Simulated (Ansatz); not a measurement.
**Reading a saddle point**

A first-order saddle point of BNH$_{6}$SO$_{2}$, closed shell, PBE0-D4/def2-TZVP, with one imaginary mode of 570i cm⁻¹:

B1  (-0.263, -0.455, 0.476)
S2  (1.144, -0.134, -1.798)
O3  (0.734, -0.501, 1.406)
O4  (-1.137, -1.470, 0.280)
H5  (-0.135, 0.867, -0.961)
N6  (-0.821, 0.891, -0.031)
H7  (2.175, 0.603, -1.350)
H8  (1.520, -0.016, 1.147)
H9  (-0.771, -2.318, 0.545)
H10  (-0.641, 1.687, 0.570)
H11  (-1.803, 0.847, -0.283)
(Å)

Program: Ansatz 0.2.0. Basis: def2-TZVPP and def2-QZVPP. Cores are frozen in the correlated methods. Extrapolation: Hartree–Fock as exp(−7.88 √X), correlation as X^−2.97.

Problem. Which contacts change along the imaginary mode, and what lies on either side? (Judge from chemistry; the calculation decides.)

Solution. The calculation gives: The step is BH₃SO₂ ([OH][B]([OH])[SH]) + NH₃ → BNH₄O₂ ([NH2][B]([OH])[OH]) + H₂S, with the molecules in contact on both sides. Shortening one way: B1–N6, S2–H5; lengthening the same way: B1–S2, H5–N6.
```json
{"pair": "B1–N6", "one side (Å)": "1.65", "saddle (Å)": "1.54", "other side (Å)": "1.42"}
{"pair": "S2–H5", "one side (Å)": "2.93", "saddle (Å)": "1.83", "other side (Å)": "1.34"}
{"pair": "B1–S2", "one side (Å)": "1.95", "saddle (Å)": "2.69", "other side (Å)": "3.86"}
{"pair": "H5–N6", "one side (Å)": "1.01", "saddle (Å)": "1.16", "other side (Å)": "2.74"}
```

Problem. Which side is lower, and how far does the saddle lie above each? (To be estimated.)

Solution. Computed: The side with B1–N6, S2–H5 short is lower by 23.9 kJ/mol; the saddle lies 118.7 kJ/mol above it and 94.8 kJ/mol above the other (CCSD(T) at an estimated basis limit (MP2 extrapolated from triple and quadruple zeta, plus CCSD(T) − MP2 in triple zeta); electronic energies).

No T1 diagnostic of these runs exceeds 0.013.

Labels in which every atom is bracketed show which atoms are joined, not bond orders.

For scale, one of the runs: CCSD(T)/def2-TZVPP, 250 basis functions, launched by `ansatz run in.yaml --threads 8 --pin off --events-out ev --progress --plain --max-ram 19148MiB`. The run took 110 s on 8 CPU threads of an Arm Neoverse V1 (shared host), with 5.6 GiB of host memory at its peak.
